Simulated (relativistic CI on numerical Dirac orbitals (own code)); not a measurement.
**What each ingredient does to the levels of Os¹¹⁺**

Base calculation: Dirac-Coulomb-Breit CI, separate exchange-only KLI orbitals for each configuration, a model potential for QED, unscaled Slater integrals.

Configuration list (outside the closed core [Kr] 4d10): 4f14.5s2.5p3, 4f13.5s2.5p4, 4f14.5s.5p4, 4f14.5s2.5p2.5d, 4f14.5s.5p3.5d, 4f14.5s2.5p2.5f, 4f13.5s2.5p3.5d, 4f14.5s2.5p2.5g, 4f14.5s2.5p2.6s, 4f14.5s.5p3.5f, 4f14.5s2.5p2.6p, 4f13.5s2.5p3.6s, 4f14.5p4.5d, 4f14.5s.5p3.5g, 4f14.5s.5p2.5d2, 4f14.5s2.5p.5d.6p, 4f13.5s2.5p3.6p, 4f14.5s2.5p.5d.5f, 4f14.5s2.5p2.6d, 4f13.5s2.5p3.5f, 4f14.5p5, 4f13.5p6, 4f13.5p5.5d, 4f14.5s2.5p.5d2, 4f14.5s2.5d3, 4f14.5s.5p.5d3, 4f14.5s2.5d2.5f, 4f13.5s2.5p.5d3, 4f14.5p3.5d2, 4f13.5p4.5d2, 4f14.5p2.5d3, 4f14.5p2.5d2.5f, 4f13.5p3.5d3. Double excitations out of closed p, d and f shells are left out; levels of such configurations are missing from the list, as are those of other unlisted configurations, and high levels can miss mixing partners. Some configurations lack a partner that the ground configuration has and come out too high, among them 4f13.5s2.5p3.6s, 4f13.5s2.5p3.6p, 4f13.5s2.5p3.5f, 4f14.5s2.5p2.5g, 4f14.5s2.5p2.6s.

Variants: (1) only the first 3 configurations. Shifts of the energy above 4f14.5s2.5p3 2P°_3/2, in cm⁻¹, for the lowest level and the first level of each name with at least 55 % of one term (blank where a level changes its place among those of its configuration and J or its character, or is not in the variant):

```csv
Level,Base,Δ(1)
4f14.5s2.5p3 2P°_3/2,0,0
4f14.5s2.5p3 2D°_5/2,117795,+1387
4f14.5s2.5p3 2P°_1/2,142512,+3115
4f13.5s2.5p4 4G°_11/2,181282,-14132
4f13.5s2.5p4 2D°_3/2,184969,-13969
4f13.5s2.5p4 4D°_3/2,205944,-13936
4f13.5s2.5p4 4D°_1/2,206646,-13909
4f13.5s2.5p4 2H°_11/2,326248,-13694
4f13.5s2.5p4 4F°_3/2,330091,-13869
4f13.5s2.5p4 2P°_3/2,340107,-13147
4f13.5s2.5p4 2H°_9/2,348150,-13714
4f13.5s2.5p4 2P°_1/2,361706,-13324
4f14.5s.5p4 4P_5/2,367290,+14748
4f14.5s2.5p2.5d 2F_5/2,521213,
```

At this charge transitions that keep the count of f electrons are usually good to a few per cent. Levels and lines within the n = 5 or 6 shells can be off by up to 10 % or somewhat more, and those that change n by about 2 %, since core polarisation is missing. Levels that differ in their count of f electrons can be misplaced by several ten thousand cm⁻¹, since the correlation energy of f electrons is missing or only estimated; rates across such gaps can be off by orders of magnitude.

Ionisation energy from one configuration of each of the two ions, the ground ones as tabulated or assumed: base 227.719 eV. The NIST ASD value (theoretical) is 235 ± 12 eV.

LS names give the leading component of a level, which can be under half, so a name can repeat, a term be missing and a line seem to break the LS rules.
